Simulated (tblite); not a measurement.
Compound: C4H10F3NSi.
Geometry (GFN2-xTB, Å), atoms numbered from 1 in this order:
```
atom  x, y, z in Å
F1    -2.5231   -0.2272   -1.8286
C2    -2.6335    0.3211   -0.6080
F3    -3.5505   -0.4078    0.0497
F4    -3.1769    1.5365   -0.7883
C5    -1.3116    0.3898    0.1218
C6    -0.7050   -0.9997    0.3131
C7     0.7249   -0.8876    0.8515
N8     1.5702   -0.1733   -0.0706
Si9    2.8217    0.9104    0.3906
H10   -1.4870    0.8736    1.0839
H11   -0.6296    1.0081   -0.4653
H12   -0.6842   -1.5182   -0.6483
H13   -1.3136   -1.5847    1.0042
H14    0.7184   -0.3387    1.7949
H15    1.1061   -1.8982    1.0543
H16    1.6584   -0.6613   -0.9493
H17    3.9784    0.2877    1.0518
H18    3.2297    1.5300   -0.8665
H19    2.1976    1.8488    1.3257
```

All values are computed: GFN2-xTB (tblite) harmonic vibrations without scaling, gas phase. Against measured fundamentals such values can be off by several per cent, at times by over 20. Modes of hydrogen on silicon can be 10 to 20 % off. One conformer, not necessarily the lowest.

Harmonic wavenumbers (cm⁻¹): 31.3, 33.3, 62.9, 110.2, 142.1, 150.0, 234.4, 267.2, 334.2, 363.5, 424.3, 476.4, 493.1, 510.1, 567.2, 600.7, 604.6, 746.7, 780.2, 806.5, 817.3, 825.2, 850.8, 913.9, 966.9, 1010.6, 1055.5, 1081.8, 1102.1, 1155.1, 1173.0, 1191.2, 1207.0, 1261.1, 1284.3, 1326.5, 1355.3, 1384.9, 1443.8, 1475.8, 1483.7, 2185.4, 2246.7, 2287.1, 2872.3, 2976.8, 2987.6, 2993.4, 3001.8, 3005.2, 3447.4.

A = 2864, B = 516.6, C = 487.1 MHz; mass 157.053 u (most abundant isotopes); point group C1, symmetry number 1.

**Question.** Zero-point energy?

**Answer.** ½Σν̃ = 30054 cm⁻¹ = 359.53 kJ/mol.

**Question.** Entropy at 350 K, 1 bar (ideal gas, RRHO, classical rotation)?

**Answer.** Translation 175.25, rotation 129.52, vibration 178.45: S = 483.2 J/(mol K).

**Question.** And Cp and H(350 K) − H(0)?

**Answer.** Cp = 201.05 J/(mol K), of which vibrations give 167.79 (their classical limit is 51 R = 424.0); H(350 K) − H(0) = 42.21 kJ/mol without the zero-point energy, 30.57 from vibrations.

**Question.** Blend soft modes into free rotors: weight 1/[1 + (100 cm⁻¹/ν̃)⁴] for the oscillator and the rest for a rotor with moment μB/(μ + B), μ = h/(8π²ν), B = 10⁻⁴⁴ kg m². What vibrational entropy results?

**Answer.** 157.00 J/(mol K) in place of 178.45, which changes −T·S at 350 K by +7.51 kJ/mol.

**Question.** What must be added to the electronic energy to get the Gibbs energy at 350 K and 1 bar?

**Answer.** ZPE + [H(350 K) − H(0)] − T·S = 359.53 + 42.21 − 169.13 = 232.61 kJ/mol.

Hindered rotation and anharmonicity are outside this model. Other conformers, if any are populated, would add a mixing term that is left out. The structure is chiral; the term R ln 2 for an equal mix with its mirror image is left out.
